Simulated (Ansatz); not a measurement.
H5GeNO2, singlet, geometry from GFN2-xTB; PBE/def2-SVPD (Ansatz, a program for electronic structure).

Here is a job for Ansatz.
Ansatz 0.2 input:
```yaml
crystal:
  periodic: [false, false, false]
  atoms:
    - {symbol: Ge, position_ang: [0.07200527, 0.01466690, 0.25634864]}
    - {symbol: N, position_ang: [-1.30138255, -1.15633095, 0.09901731]}
    - {symbol: O, position_ang: [-0.34334269, 1.61235290, -0.28943971]}
    - {symbol: O, position_ang: [1.35231855, -0.46843241, -0.82334055]}
    - {symbol: H, position_ang: [0.53804030, 0.04406625, 1.68094676]}
    - {symbol: H, position_ang: [-2.07993917, -0.99796640, 0.72143866]}
    - {symbol: H, position_ang: [-1.67110780, -1.24752736, -0.83871204]}
    - {symbol: H, position_ang: [0.35234955, 2.06539533, -0.76078729]}
    - {symbol: H, position_ang: [1.59435938, -1.39035577, -0.79692143]}
basis:
  gaussian:
    orbitals: def2-SVPD
hamiltonian:
  xc: pbe
```

### Question
Write the output that Ansatz gives for this input, abridged.

### Answer

```
Functional definition: PBE
1274 factors; their error is unknown
mean field evaluation 1: about -62141.5541 eV, gradient 1.0e2 eV
mean field evaluation 2: about -62060.1304 eV, gradient 2.1e2 eV
mean field evaluation 4: about -62159.0041 eV, gradient 2.2e1 eV
mean field evaluation 8: about -62159.9236 eV, gradient 1.9e-1 eV
mean field evaluation 16: about -62159.8753 eV, gradient 1.3e-4 eV
mean field -62159.87533488 eV, -2284.3332850799 hartree, gradient 3.6e-5 eV, S^2 0.000000; 0 other end points of the search recorded, 0 dependent functions left out
reference -62159.87538131 eV, -2284.3332867864 hartree; 30, 30 occupied and 114, 114 virtual orbitals, 1274 factors
Total energy: -62159.87538131 eV, -2284.3332867864 hartree
```
